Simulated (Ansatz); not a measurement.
PBE exchange is replaced step by step with exact exchange (0 % is PBE, 25 % PBE0; no dispersion term), basis def2-TZVPD, Ansatz. System: the cluster Bi3⁻ (the lowest singlet isomer of a short search). Charge -1, multiplicity 1. Geometry: r2SCAN-D4/def2-SVPD.

Geometry of the singlet:

Cartesian coordinates in Å:
```
Bi -1.452 0.756 0.761
Bi 0.177 -0.675 -1.664
Bi 1.274 -0.081 0.904
```

In the def2 sets Bi takes a core potential; there is no spin–orbit coupling. At PBE-D4/def2-TZVPD, PBE0-D4/def2-TZVPD the restricted singlet is unstable: a solution with broken spin symmetry lies lower. At PBE-D4/def2-TZVPD, PBE with 5 % exact exchange/def2-TZVPD, PBE with 10 % exact exchange/def2-TZVPD, PBE with 15 % exact exchange/def2-TZVPD and others the highest occupied level of the charge -1 singlet lies above zero (up to 0.67 eV). Its loss leaves the charge 0 doublet, which lies 1.37 eV higher (vertical, at PBE-D4/def2-TZVPD), but this difference is unsure: the doublet is doubtful (geometry relaxed on an unsound state). The restricted singlet is unstable towards broken spin symmetry at other levels; at PBE with 5 % exact exchange/def2-TZVPD, PBE with 10 % exact exchange/def2-TZVPD, PBE with 15 % exact exchange/def2-TZVPD, PBE with 35 % exact exchange/def2-TZVPD and others this wasn't settled. The geometry of the singlet was relaxed on an unsound state (restricted singlet, unstable towards broken spin symmetry at other levels and untested here). At PBE0-D4/def2-TZVPD a triplet of charge -1 lies 0.57 eV below the restricted singlet, each at its own geometry. The structure comes from a short search, and lower isomers may exist.

```tsv
exact exchange (%)	HOMO (eV)	LUMO (eV)	gap (eV)
0	0.67	0.84	0.17
5	0.55	0.93	0.38
10	0.42	1.01	0.59
15	0.30	1.10	0.80
35	-0.21	1.45	1.66
50	-0.61	1.72	2.33
```

Question: Estimate the row for 25 %.

Answer: 
| exact exchange (%) | HOMO (eV) | LUMO (eV) | gap (eV) |
| --- | --- | --- | --- |
| 25 | 0.05 | 1.27 | 1.23 |
